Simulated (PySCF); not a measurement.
C2H11NSi3, SMILES N1C[Si@@H]([SiH2]C)[SiH2]1.

The structure is a stationary point at r2SCAN-D4/def2-SVP. The structure was generated by enumeration; whether it is a known compound was not checked. The values are those of a single conformer.

Two levels are set side by side: TDA-PBE/def2-SVPD (PySCF) and TDA-PBE0/def2-SVPD (PySCF). Vertical, same geometry. The lowest singlet is HOMO→LUMO 99 % with PBE and HOMO→LUMO 90 % with the other functional; states are paired by order. Differences are taken from unrounded values.

```
quantity                               TDA-PBE0
-------------------------------------  --------
lowest singlet excitation (eV)             5.08
lowest triplet excitation (TDA) (eV)       4.86
first bright state (f over 0.05) (eV)      6.13
its oscillator strength                    0.19
```

### Question
What does TDA-PBE give, and how far is it from TDA-PBE0? (The exact figures need the calculation; the answer reports its results.)

### Answer

```
quantity                               TDA-PBE  TDA-PBE minus TDA-PBE0
-------------------------------------  -------  ----------------------
lowest singlet excitation (eV)            4.22                   -0.86
lowest triplet excitation (TDA) (eV)      4.13                   -0.73
first bright state (f over 0.05) (eV)     5.62                   -0.51
its oscillator strength                   0.10                   -0.10
```

A lower first singlet is the usual sign of a functional without exact exchange. Differences between two approximate levels are no errors against the true value.

Rough cost on one machine, each run with all the roots and properties that it gave: TDA-PBE0 against TDA-PBE about 3 times.
